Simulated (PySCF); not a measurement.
pyridine-3-carbonitrile (C6H4N2), SMILES N#Cc1cccnc1. Heavy atoms are numbered as in [N:1]#[C:2][c:3]1[cH:4][cH:5][cH:6][n:7][cH:8]1. Hydrogens are named by the atom that carries them.

Coordinates come from a PBE-D3(BJ)/def2-SVP optimisation.

Method: PBE/pcSseg-1 (PySCF).

GIAO shieldings, no solvent; atoms alike by connectivity are averaged. δ = σ(ref) − σ: ¹⁵N against NH3 (σ = 267.0 ppm); ¹³C against TMS (σ = 182.0 ppm); ¹H against TMS (σ = 31.49 ppm), references at their B3LYP-D3(BJ)/def2-TZVP geometries, non-relativistic.

| atoms | nucleus | count | δ (ppm) |
|---|---|---|---|
| N7 | ¹⁵N | 1 | 369.1 |
| N1 | ¹⁵N | 1 | 337.6 |
| C8 (CH) | ¹³C | 1 | ___ |
| C6 (CH) | ¹³C | 1 | ___ |
| C4 (CH) | ¹³C | 1 | ___ |
| C5 (CH) | ¹³C | 1 | 130.4 |
| C2 | ¹³C | 1 | 125.7 |
| C3 | ¹³C | 1 | ___ |
| H on C8 | ¹H | 1 | 9.41 |
| H on C6 | ¹H | 1 | ___ |
| H on C4 | ¹H | 1 | 8.21 |
| H on C5 | ¹H | 1 | ___ |

### Question
Some entries are withheld; supply them. (Estimate from the structure and the level; the computed values follow.)

### Answer

- C6 (CH), δ (ppm): 159.2
- C4 (CH), δ (ppm): 146.7
- H on C6, δ (ppm): 9.31
- C3, δ (ppm): 117.3
- H on C5, δ (ppm): 7.70
- C8 (CH), δ (ppm): 162.4
